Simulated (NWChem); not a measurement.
C4H4OS; SMILES C(CSC=O)#C

All runs: NWChem. B3LYP is NWChem's, with the RPA form of VWN correlation. Each level has its own optimisation; frequencies are unscaled. Brackets give each atom's bonded neighbours. One conformer.

| level | r C–C [C(CC)–C(CH)] (Å) | r C–H [C(CH)–H(C)] (Å) | r C–C [C(CC)–C(CHHS)] (Å) | r C–S [C(CHHS)–S(CC)] (Å) | highest harmonic frequency (cm⁻¹) | lowest (cm⁻¹) | zero-point energy (kcal/mol) | dipole (D) |
|---|---|---|---|---|---|---|---|---|
| B3LYP/3-21G | 1.206 | 1.062 | 1.449 | 1.925 | 3495 | 40 | 42.1 | 3.30 |
| Hartree-Fock/STO-3G | 1.170 | 1.064 | 1.486 | 1.812 | 3947 | 64 | 50.0 | 2.17 |
| PBE0/def2-SVP | 1.211 | 1.075 | 1.451 | 1.830 | 3488 | 39 | 42.3 | 3.34 |
